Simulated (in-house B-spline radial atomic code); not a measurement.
Cd. Computed with a B-spline radial atomic code. Model: non-relativistic spherical atom: semilocal Troullier-Martins pseudo-atom, one channel per l, against all electrons, high spin, G0W0 and RPA with empty states to l = 8, local potential for every l without a channel, a model core (radius 0 = none) keeps its share of the functional.

Without relativity these are model numbers for so heavy an element.

What the tables leave out is listed at the end.

The pseudopotential gives back the lowest level of each angular momentum of its own functional in the configuration it was made in; a second state of the same l is only approximately right. Exact exchange, RPA and GW see the smooth pseudo-orbitals and miss the exchange with the core, for which the functional's share stands in. The column with an uncorrelated core keeps all orbitals and exact exchange, and so separates missing core correlation from pseudisation. Only the three outermost levels and the lowest empty one were computed. RPA here is direct RPA, with no exchange kernel, and its energies carry an (l + 1/2)⁻⁴ tail. A hybrid on a potential with a model core restores only its own semilocal share of the core's exchange.

Command:
```bash
python run_psgw.py task.json out
```
Settings (lengths in bohr, energies in hartree):
```
Z                      48
electrons              48
configuration          [Kr] 4d10 5s2
generated_in           [Kr] 4d10 5s2
functional             pbe,pbe
core_shells            8
radius_factor          1.15
core_correction        False
ion_configuration      [Kr] 4d10 5s1
```

Cost of the run: 89 s on 1 thread of Arm Neoverse N1, on a shared host.

Given: made with PBE; model core radius 0 bohr; local radius 1.46 bohr; mean-field start PBE.

Valence shells of the generating configuration: 4d, 5s.

Channel: s 2.806, p 3.4, d 1.118 (radii in bohr).

Computed: largest level miss in the spin-unpolarised generating configuration 0.001 eV; valence RPA correlation energy all-electron orbitals -0.69903 hartree; valence RPA correlation energy pseudo -1.035 hartree; all-electron RPA polarisability, core included 44.319 bohr³; pseudo-atom RPA polarisability 44.29 bohr³; ionisation by mean-field all-electron 8.5068 eV; ionisation by mean-field pseudo minus all -0.02 eV.

```
level  occupied  mean-field all-electron (eV)  mean-field pseudo minus all (eV)  G0W0 all-electron (eV)  G0W0 uncorrelated core minus all (eV)  G0W0 pseudo minus all (eV)  exchange self-energy all-electron (eV)  exchange self-energy pseudo (eV)
   5s         1                       -5.2787                                 0                 -8.4767                                   0.02                      -0.255                                  -10.99                           -10.132
```

(1) What is the ionisation by RPA all-electron?

(2) What is the ionisation by RPA pseudo minus all?

Given: mean-field start PBE0.

Computed: valence RPA correlation energy all-electron orbitals -0.65409 hartree; all-electron RPA polarisability, core included 39.588 bohr³; pseudo-atom RPA polarisability 38.003 bohr³; ionisation by mean-field all-electron 8.2504 eV; ionisation by mean-field pseudo minus all 0.155 eV; ionisation by RPA pseudo minus all 0.581 eV.

```tsv
level	occupied	mean-field all-electron (eV)	mean-field pseudo minus all (eV)	G0W0 all-electron (eV)	G0W0 uncorrelated core minus all (eV)	G0W0 pseudo minus all (eV)	exchange self-energy all-electron (eV)	exchange self-energy pseudo (eV)
5s	1	-5.9494	-0.136	-8.536	0.023	-0.417	-10.783	-10.19
```

(3) What is the valence RPA correlation energy pseudo?

(4) What is the ionisation by RPA all-electron?

Given: mean-field start Hartree-Fock.

Computed: valence RPA correlation energy all-electron orbitals -0.55083 hartree; valence RPA correlation energy pseudo -0.88776 hartree; all-electron RPA polarisability, core included 34.711 bohr³; ionisation by mean-field all-electron 6.9121 eV; ionisation by RPA all-electron 8.2428 eV; ionisation by RPA pseudo minus all 0.664 eV.

```json
{"level": "5s", "occupied": "1", "mean-field all-electron (eV)": "-7.2071", "mean-field pseudo minus all (eV)": "-0.549", "G0W0 all-electron (eV)": "-8.4486", "G0W0 uncorrelated core minus all (eV)": "0.025", "G0W0 pseudo minus all (eV)": "-0.744", "exchange self-energy all-electron (eV)": "-9.8946", "exchange self-energy pseudo (eV)": "-10.029"}
```

(5) What is the ionisation by mean-field pseudo minus all?

(6) What is the pseudo-atom RPA polarisability?

Answers

(1) 8.8345 eV.

(2) 0.556 eV.

(3) -0.99346 hartree.

(4) 8.6607 eV.

(5) 0.516 eV.

(6) 30.221 bohr³.

Among the listed levels the largest G0W0 shift of the pseudo-atom is -0.74 eV, for 5s on the Hartree-Fock start, while leaving the core uncorrelated moves that level by +0.03 eV. So pseudisation and the lost core exchange, not the missing core correlation, make the error. Not in the tables (levels of low weight, unsolved or above zero; the highest and the empty levels are kept at any weight): on PBE the G0W0 levels 4d (pseudo minus all +2.12 eV, weights 0.71 and 0.40), 5p (pseudo minus all -0.08 eV, weights 0.90 and 0.90); on PBE0 the G0W0 levels 4d (pseudo minus all +2.49 eV, weights 0.77 and 0.41), 5p (pseudo minus all -0.02 eV, weights 0.93 and 0.93); on Hartree-Fock the G0W0 levels 4d (pseudo minus all +2.32 eV, weights 0.79 and 0.59).
